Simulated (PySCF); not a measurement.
4-fluoro-1,3-thiazole (C3H2FNS), SMILES Fc1cscn1. The structure is a stationary point at r2SCAN-D4/def2-SVP.

Task: Give the equilibrium geometry at r2SCAN-D4/def2-SVP (PySCF confirms it by a frequency run) as bond lengths and angles, and its point group. (The exact figures need the calculation; the answer reports its results.)

Result: point group Cs.
Atoms: F1 C2 C3 S4 C5 N6 H7 H8. Bonded distances (Å): F1–C2 1.323, C2–C3 1.375, C2–N6 1.350, C3–S4 1.722, C3–H7 1.088, S4–C5 1.736, C5–N6 1.305, C5–H8 1.093. Bond angles (°): F1–C2–C3 123.7, F1–C2–N6 118.6, C3–C2–N6 117.7, C2–C3–S4 108.2, C2–C3–H7 128.7, S4–C3–H7 123.1, C3–S4–C5 89.2, S4–C5–N6 115.1, S4–C5–H8 120.6, N6–C5–H8 124.2, C2–N6–C5 109.7.
